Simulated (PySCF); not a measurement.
Isomers of C9H10, one GFN2-xTB conformer each. Single-point energies are computed at PBE0/pcSseg-1 (PySCF, gas phase, no added dispersion term), electronic only.

```tsv
SMILES	GFN2-xTB relative energy (kcal/mol)
C#C/C(C)=C1/CCC1=C	16.9
C#CCC(=C)[C@@H]1CC1=C	40.3
C=CC/C=C1/C=CC1=C	28.5
C=CC1C=CC=CC=C1	0.0
C=C(C)/C=C/C1=CC1=C	42.6
```

Conformers: `[CH:1]#[C:2][CH2:3][C:4](=[CH2:5])[C@@H:6]1[CH2:7][C:8]1=[CH2:9]` with C2–C3–C4–C5 120°, C3–C4–C6–C7 -127°; `[CH2:1]=[CH:2][CH2:3]/[CH:4]=[C:5]1/[CH:6]=[CH:7][C:8]1=[CH2:9]` with C1–C2–C3–C4 -115°, C2–C3–C4–C5 -114°; `[CH2:1]=[CH:2][CH:3]1[CH:4]=[CH:5][CH:6]=[CH:7][CH:8]=[CH:9]1` with C1–C2–C3–C4 56°, C2–C3–C4–C5 166°, C4–C5–C6–C7 34°, C6–C7–C8–C9 -34°, C2–C3–C9–C8 -166°; `[CH2:1]=[C:2]([CH3:3])/[CH:4]=[CH:5]/[C:6]1=[CH:7][C:8]1=[CH2:9]` with C1–C2–C4–C5 180°, C4–C5–C6–C7 180°.

Task: What does PBE0/pcSseg-1 give for the same structures?

Result: 
| SMILES | PBE0/pcSseg-1 E (Eh) | PBE0/pcSseg-1 (kcal/mol) | GFN2-xTB (kcal/mol) | point group |
| --- | --- | --- | --- | --- |
| C=CC1C=CC=CC=C1 | -348.42738 | 0.0 | 0.0 | – |
| C=CC/C=C1/C=CC1=C | -348.38022 | 29.6 | 28.5 | C1 |
| C#C/C(C)=C1/CCC1=C | -348.37601 | 32.2 | 16.9 | – |
| C=C(C)/C=C/C1=CC1=C | -348.36270 | 40.6 | 42.6 | Cs |
| C#CCC(=C)[C@@H]1CC1=C | -348.33961 | 55.1 | 40.3 | C1 |

Both levels put the same isomer lowest; measured from each level's own lowest isomer, the values differ by up to 15.3 kcal/mol (C#C/C(C)=C1/CCC1=C: 16.9 against 32.2). As drawn, the highest has a three-membered ring and a C≡C bond, which the lowest lacks.

Task: Which frontier levels, dipoles and rotational constants go with these structures?

Result: 
```json
{"SMILES": "C=CC1C=CC=CC=C1", "HOMO (eV, PBE0/pcSseg-1)": "-6.61", "LUMO (eV)": "-0.84", "dipole (D)": "0.13", "A, B, C (MHz)": "3539, 1269, 1034"}
{"SMILES": "C=CC/C=C1/C=CC1=C", "HOMO (eV, PBE0/pcSseg-1)": "-6.57", "LUMO (eV)": "-0.88", "dipole (D)": "0.52", "A, B, C (MHz)": "3869, 851.6, 736.4"}
{"SMILES": "C#C/C(C)=C1/CCC1=C", "HOMO (eV, PBE0/pcSseg-1)": "-6.18", "LUMO (eV)": "-1.38", "dipole (D)": "0.86", "A, B, C (MHz)": "2452, 1408, 909.7"}
{"SMILES": "C=C(C)/C=C/C1=CC1=C", "HOMO (eV, PBE0/pcSseg-1)": "-5.68", "LUMO (eV)": "-1.95", "dipole (D)": "2.56", "A, B, C (MHz)": "4013, 751.1, 635.1"}
{"SMILES": "C#CCC(=C)[C@@H]1CC1=C", "HOMO (eV, PBE0/pcSseg-1)": "-7.00", "LUMO (eV)": "0.04", "dipole (D)": "0.68", "A, B, C (MHz)": "2672, 1046, 928.6"}
```
